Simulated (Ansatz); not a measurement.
Job for Ansatz (a quantum-chemistry and plane-wave program): U-CCSD(T)/cc-pVTZ on O (SMILES [O]).

Ansatz 0.2 input:
```yaml
crystal:
  periodic: [false, false, false]
  atoms:
    - {symbol: O, position_ang: [0.00000000, 0.00000000, 0.00000000]}
basis:
  gaussian:
    orbitals: cc-pVTZ
magnetization: {spin_polarized: true, initial_magnetization: 2}
correlation: {method: ccsd_t, electrons: outside_noble_gas}
scf: {omitted_lower_state_checks: [cluster_reference]}
```

It printed:

```
WARN ansatz: RAYON_NUM_THREADS=1 ignored (pool sized by the plan → 1); use --threads N
Functional definition: HF
these checks for a lower state are left out or cut short: cluster_reference
integrals: 0.01 GiB planned
179 factors; integrals over basis functions are off by at most 2.0e-4 eV
mean field: 0.04 GiB planned
mean field evaluation 1: about -2035.4354 eV, gradient 8.6e0 eV
mean field evaluation 2: about -2035.4368 eV, gradient 8.6e0 eV
mean field evaluation 4: about -2035.7264 eV, gradient 8.3e-1 eV
mean field evaluation 8: about -2035.7316 eV, gradient 1.4e-3 eV
mean field evaluation 16: about -2035.7316 eV, gradient 7.3e-6 eV
mean field -2035.73160406 eV, -74.8117565807 hartree, gradient 3.6e-6 eV, S^2 2.007200; 3 other end points of the search recorded, 0 dependent functions left out
1 core orbitals not correlated
reference -2035.73160406 eV, -74.8117565807 hartree; 4, 2 occupied and 25, 27 virtual orbitals, 179 factors
second order -3.89518861 eV of doubles, -0.00000000 eV of singles
coupled cluster: 0.06 GiB planned
cycle   1  -4.23890509 eV  change   -3.4e-1 eV  update   2.6e-2
cycle   2  -4.33096950 eV  change   -9.2e-2 eV  update   8.8e-3
cycle   3  -4.33384054 eV  change   -2.9e-3 eV  update   2.5e-3
cycle   4  -4.33446771 eV  change   -6.3e-4 eV  update   8.5e-4
cycle   5  -4.33459402 eV  change   -1.3e-4 eV  update   1.7e-4
cycle   6  -4.33461165 eV  change   -1.8e-5 eV  update   3.6e-5
cycle   7  -4.33460245 eV  change    9.2e-6 eV  update   6.0e-6
cycle   8  -4.33460390 eV  change   -1.4e-6 eV  update   1.3e-6
perturbative correction -0.07922458 eV, -0.0029114495 hartree
Total energy: -2040.14543253 eV, -74.9739617853 hartree
Checks for a lower state left out: cluster_reference
```

The calculation finished and met its thresholds.

Cost: very roughly 0.8 core-seconds.
